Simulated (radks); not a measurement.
The chlorine ion Cl7+, configuration [Ne] (the NIST ground configuration). All-electron calculation, Dirac Kohn-Sham, LDA (Slater exchange, Perdew-Wang correlation), spin-unpolarised, spherical densities, finite nucleus; Fermi nuclear charge, rms radius 3.3654 fm. Program: a radial shooting solver on a logarithmic mesh with Libxc functionals.

Radial electron density D(r) = 4 pi r^2 rho(r):

r (bohr),D(r) (e/bohr)
0.009362,2.636
0.01171,3.797
0.01477,5.425
0.01863,7.545
0.02349,10.15
0.02939,12.98
0.03706,15.92
0.04674,18.30
0.05848,19.47
0.07375,19.04
0.093,17.06
0.1173,14.55
0.1467,13.14
0.1851,13.88
0.2334,16.43
0.2943,18.58
0.3682,17.94
0.4643,13.85
0.5856,8.117
0.7385,3.410
0.9239,1.003
1.165,0.1722
1.469,0.01586
1.838,0.0007603

D(r) has 2 maxima, at r = 0.0618, 0.316 bohr, and minima at 0.154 bohr, inside which lie 2.19 electrons.
